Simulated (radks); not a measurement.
Polarisability of the gold ion Au+, [Xe] 4f14 5d10, at imaginary frequency. All-electron calculation, scalar-relativistic Kohn-Sham, LDA (Slater exchange, VWN5 correlation), spin-unpolarised, spherical densities, finite nucleus; Fermi nuclear charge, rms radius 5.4371 fm. Program: a radial shooting solver on a logarithmic mesh with Libxc functionals. Response by self-consistent Sternheimer equations with the Hartree and adiabatic LDA kernel, the relativistic mass of each level held fixed and spin-orbit coupling left out.

| w (hartree) | alpha1(iw) (bohr^3) | alpha2(iw) (bohr^5) |
|---|---|---|
| 0.00266 | 14.24 | 140.2 |
| 0.0143 | 14.22 | 138.0 |
| 0.0360 | 14.16 | 127.4 |
| 0.0697 | 13.96 | 104.7 |
| 0.118 | 13.49 | 79.16 |
| 0.186 | 12.61 | 60.30 |
| 0.280 | 11.24 | 48.15 |
| 0.413 | 9.497 | 39.25 |
| 0.605 | 7.581 | 31.22 |
| 0.892 | 5.654 | 23.27 |
| 1.35 | 3.840 | 15.68 |
| 2.12 | 2.281 | 9.160 |
| 3.59 | 1.119 | 4.337 |
| 6.94 | 0.4206 | 1.465 |
| 17.5 | 0.1023 | 0.2703 |

Static values: alpha1 = 14.24 bohr^3 (2.110 angstrom^3; uncoupled 24.75), alpha2 = 140.3 bohr^5, alpha3 = 752.5 bohr^7. C6 = 106.6, C8 = 2704, triple-dipole C9 = 1013 atomic units. One-pole (London) frequency 4 C6 / (3 alpha1^2) = 0.701 hartree, against 0.574 for minus the highest occupied eigenvalue.
